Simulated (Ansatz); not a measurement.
```yaml
crystal:
  periodic: [false, false, false]
  atoms:
    - {symbol: In, position_ang: [-0.001650, 0.003422, -1.283155]}
    - {symbol: N, position_ang: [0.001200, -0.002515, 1.142148]}
    - {symbol: H, position_ang: [-0.951413, 0.031197, 1.509760]}
    - {symbol: H, position_ang: [0.509189, 0.803934, 1.510029]}
    - {symbol: H, position_ang: [0.448024, -0.847192, 1.503623]}
    - {symbol: H, position_ang: [1.735129, -0.020342, -1.462400]}
    - {symbol: H, position_ang: [-0.849385, 1.519953, -1.457234]}
    - {symbol: H, position_ang: [-0.891104, -1.488458, -1.462751]}
basis:
  gaussian: {orbitals: def2-SVPD, point_charges: [{charge: 1.00, position_ang: [5.611, -0.572, 0.825]}]}
total_charge: 1
magnetization: {spin_polarized: true, initial_magnetization: 1}
hamiltonian: {xc: {name: PBE0}, dispersion: d3bj}
scf: {omitted_lower_state_checks: [starts]}
output: {forces: true}
```

```sh
$ ansatz run in.yaml --threads 4 --pin off --events-out ev --progress --plain --max-ram 3916MiB
```

Output, abridged:

```
Functional definition: PBE0
1094 factors; integrals over basis functions are off by at most 1.0e-3 eV
mean field evaluation 1: about -6735.2180 eV, gradient 5.2e1 eV
mean field evaluation 2: about -6709.6657 eV, gradient 7.7e1 eV
mean field evaluation 4: about -6746.4098 eV, gradient 1.7e0 eV
mean field evaluation 8: about -6746.4562 eV, gradient 1.8e-1 eV
mean field evaluation 16: about -6746.4568 eV, gradient 6.1e-3 eV
mean field evaluation 32: about -6746.4568 eV, gradient 8.4e-7 eV
mean field -6746.45682507 eV, -247.9277154086 hartree, gradient 8.5e-7 eV, S^2 0.780105; 0 other end points of the search recorded, 0 dependent functions left out
reference -6746.45686325 eV, -247.9277168118 hartree; 17, 16 occupied and 83, 84 virtual orbitals, 1094 factors
Total energy: -6746.55295395 eV, -247.9312480798 hartree
Atom 0 at    -0.001650     0.003422    -1.283155 Å, force     2.237326    -0.077113     0.904581 eV/Å
Atom 1 at     0.001200    -0.002515     1.142148 Å, force    -0.055737     0.002405    -0.626224 eV/Å
Atom 2 at    -0.951413     0.031197     1.509760 Å, force     0.091758    -0.006439     0.147141 eV/Å
Atom 3 at     0.509189     0.803934     1.510029 Å, force    -0.129446    -0.083275     0.075083 eV/Å
Atom 4 at     0.448024    -0.847192     1.503623 Å, force    -0.137450     0.106072     0.081620 eV/Å
Atom 5 at     1.735129    -0.020342    -1.462400 Å, force    -0.305584     0.007996    -0.020470 eV/Å
Atom 6 at    -0.849385     1.519953    -1.457234 Å, force    -1.003231     0.330322    -0.286323 eV/Å
Atom 7 at    -0.891104    -1.488458    -1.462751 Å, force    -1.006889    -0.254138    -0.283562 eV/Å
Dipole moment:    -0.521286     0.029119     0.633170 e Å
Checks for a lower state left out: starts
```

Run time 3 s (4 threads of Arm Neoverse V2 on a shared host).

In the def2 sets In takes a core potential; there is no spin–orbit coupling.

The dipole of an ion depends on the origin.
